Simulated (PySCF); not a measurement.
Species: BH₆PSSi.
Geometry (PBE0-D3(BJ)/def2-SVP, Å), atoms numbered from 1 in this order:
```xyz
10
BH6PSSi angstrom
Si    -1.667    0.632    0.373
S     -0.680   -0.176   -1.377
B      1.033   -0.342   -0.882
P      1.841    0.224    0.740
H     -0.913    1.815    0.882
H     -1.765   -0.399    1.446
H     -3.030    1.034   -0.074
H      1.755   -0.747   -1.761
H      0.894   -0.232    1.702
H      2.769   -0.843    0.884
```

Computed with PySCF 2.14.0, PBE0-D3(BJ)/def2-SVP geometry optimisation, gas phase.

Masses are those of the commonest isotopes; rigid-rotor values at the optimised geometry. The values belong to one conformer with, in the numbering `[SiH3:1][S:2][BH:3][PH2:4]`, Si1–S2–B3–P4 -6°, S2–B3–P4–H 45° and 145°.

Problem. What are A, B and C (MHz)?

Solution. Ia = 102.31, Ib = 251.90, Ic = 345.15 u·Å²; 505379 MHz·u·Å²/I gives A = 4940, B = 2006, C = 1464 MHz.

Problem. Classify the top.

Solution. An asymmetric top: κ = (2 × 2006 − 4940 − 1464)/(4940 − 1464) = -0.69.

Problem. What does the inertial defect say?

Solution. Not planar: Δ = Ic − Ia − Ib = -9.06 u·Å². For a rigid frame Δ = −2 Σ m c², so Σ m c² = 4.53 u·Å² lies off the ab plane: 4.38 from hydrogen and 0.15 from heavier atoms. The atom farthest from that plane is 1.34 Å away.

Problem. Predict some low-J microwave lines.

Solution. The dipole components are |μa| = 0.18 D, |μb| = 1.09 D, |μc| = 0.75 D. Intensities carry the squares of the components, which stand as 0.03 : 1.00 : 0.48 (a : b : c). Some lines, for components of 0.1 D or more:

| type | branch | J(Ka,Kc) | MHz | lower level (cm⁻¹) |
| --- | --- | --- | --- | --- |
| a | Q | 1(1,0) ← 1(1,1) | 542 | 0.214 |
| a | Q | 4(1,3) ← 4(1,4) | 5382 | 1.169 |
| a | R | 2(1,2) ← 1(1,1) | 6399 | 0.214 |
| a | R | 2(1,1) ← 1(1,0) | 7483 | 0.232 |
| b | R | 2(1,2) ← 1(0,1) | 9333 | 0.116 |
| a | R | 3(2,2) ← 2(2,1) | 10411 | 0.775 |
| b | Q | 2(2,1) ← 2(1,2) | 10427 | 0.427 |
| b | R | 3(1,3) ← 2(0,2) | 12018 | 0.345 |
| a | R | 4(1,4) ← 3(1,3) | 12676 | 0.746 |
| a | R | 4(0,4) ← 3(0,3) | 13255 | 0.683 |
| a | R | 4(2,2) ← 3(2,1) | 14455 | 1.133 |
| c | R | 3(1,2) ← 2(0,2) | 15265 | 0.345 |
| c | Q | 4(3,2) ← 4(2,2) | 15277 | 1.616 |
| c | Q | 3(3,1) ← 3(2,1) | 15729 | 1.133 |
| b | Q | 3(3,0) ← 3(2,1) | 15734 | 1.133 |
| c | R | 2(2,1) ← 1(1,1) | 16826 | 0.214 |
| c | R | 4(1,3) ← 3(0,3) | 19932 | 0.683 |
| b | Q | 4(4,1) ← 4(3,2) | 22324 | 2.125 |
| c | R | 4(3,1) ← 3(2,1) | 29770 | 1.133 |
| c | R | 4(4,0) ← 3(3,0) | 36323 | 1.658 |

PBE0-D3(BJ)/def2-SVP frequencies: not computed here. No vibrational averaging or centrifugal distortion is included, and the geometry carries the error of its method. A rigid rotor knows nothing of internal rotation, which can split or shift real lines. Quadrupole hyperfine structure (11B) is left out.
